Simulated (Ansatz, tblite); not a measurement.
Removing and adding an electron: SiB₇. Charge 0, multiplicity 2. Geometry: PBE-D4/def2-SVP. Ansatz, gas phase; energy differences of separate SCF runs; the oxidised species is a triplet (the singlet lies 0.15 eV higher at PBE0-D4/def2-TZVP); the reduced species is a singlet (the triplet lies 0.55 eV higher at PBE0-D4/def2-TZVPD).

```csv
atom,x (Å),y (Å),z (Å)
B1,-1.480,0.863,-0.420
B2,1.058,1.262,0.633
B3,-0.521,-1.767,-0.135
B4,1.637,-0.195,0.776
B5,0.907,-1.542,0.457
B6,-1.586,-0.701,-0.560
B7,0.072,-0.066,-0.149
Si8,-0.087,2.147,-0.603
```

The xTB rows come from tblite. The structure comes from a short search, and lower isomers may exist.

```json
{"level": "GFN1-xTB", "−HOMO (eV)": "–", "vertical IE (eV)": "12.06", "−LUMO (eV)": "–", "vertical EA (eV)": "–", "HOMO–LUMO gap (eV)": "–", "IE − EA (eV)": "–"}
{"level": "GFN2-xTB", "−HOMO (eV)": "–", "vertical IE (eV)": "9.64", "−LUMO (eV)": "–", "vertical EA (eV)": "3.07", "HOMO–LUMO gap (eV)": "–", "IE − EA (eV)": "6.57"}
{"level": "PBE-D4/def2-TZVP", "−HOMO (eV)": "5.93", "vertical IE (eV)": "8.37", "−LUMO (eV)": "5.11", "vertical EA (eV)": "–", "HOMO–LUMO gap (eV)": "0.81", "IE − EA (eV)": "–"}
{"level": "PBE-D4/def2-TZVPD", "−HOMO (eV)": "5.93", "vertical IE (eV)": "–", "−LUMO (eV)": "5.11", "vertical EA (eV)": "2.84", "HOMO–LUMO gap (eV)": "0.82", "IE − EA (eV)": "–"}
{"level": "PBE0-D4/def2-TZVP", "−HOMO (eV)": "6.67", "vertical IE (eV)": "8.32", "−LUMO (eV)": "4.26", "vertical EA (eV)": "–", "HOMO–LUMO gap (eV)": "2.40", "IE − EA (eV)": "–"}
{"level": "PBE0-D4/def2-TZVPD", "−HOMO (eV)": "6.67", "vertical IE (eV)": "–", "−LUMO (eV)": "4.26", "vertical EA (eV)": "2.77", "HOMO–LUMO gap (eV)": "2.40", "IE − EA (eV)": "–"}
{"level": "BHLYP-D4/def2-TZVP", "−HOMO (eV)": "7.19", "vertical IE (eV)": "8.08", "−LUMO (eV)": "3.25", "vertical EA (eV)": "–", "HOMO–LUMO gap (eV)": "3.94", "IE − EA (eV)": "–"}
{"level": "BHLYP-D4/def2-TZVPD", "−HOMO (eV)": "7.19", "vertical IE (eV)": "–", "−LUMO (eV)": "3.25", "vertical EA (eV)": "2.50", "HOMO–LUMO gap (eV)": "3.94", "IE − EA (eV)": "–"}
```

   HOMO and LUMO are the levels of the spin that leaves or enters (xTB has no such levels and no spin-polarisation term). Other spin states of the ions may lie lower, which would lower the ionisation energy or raise the affinity. Raw xTB energy differences between charge states are shifted by several eV; the methods need an empirical correction for them.
